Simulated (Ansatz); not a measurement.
Ansatz results at the PBE0-D4/def2-TZVP geometry: size of the dipole moment (ωB97M-V/def2-TZVPP) 3.61 D; size of the dipole moment (PBE/def2-TZVPP) 3.53 D; HOMO energy (PBE0/def2-TZVPP) -6.85 eV.

Each molecule was computed in one conformer, which needn't be the lowest.

Which molecule gave them?
A. `[OH][Hf]([Cl])([Cl])[Cl]`
B. `CC(C)[NH][Hf]([F])([F])[NH]C(C)C`
C. `C[N](C)[Hf]([Br])([N](C)C)[N](C)C`
D. `C[O][Hf]([F])([SeH])[O]C`

D. The others give `C[N](C)[Hf]([Br])([N](C)C)[N](C)C`: 3.16, 3.25, -6.42; `CC(C)[NH][Hf]([F])([F])[NH]C(C)C`: 2.91, 2.89, -6.93; `[OH][Hf]([Cl])([Cl])[Cl]`: 2.85, 2.80, -9.30.
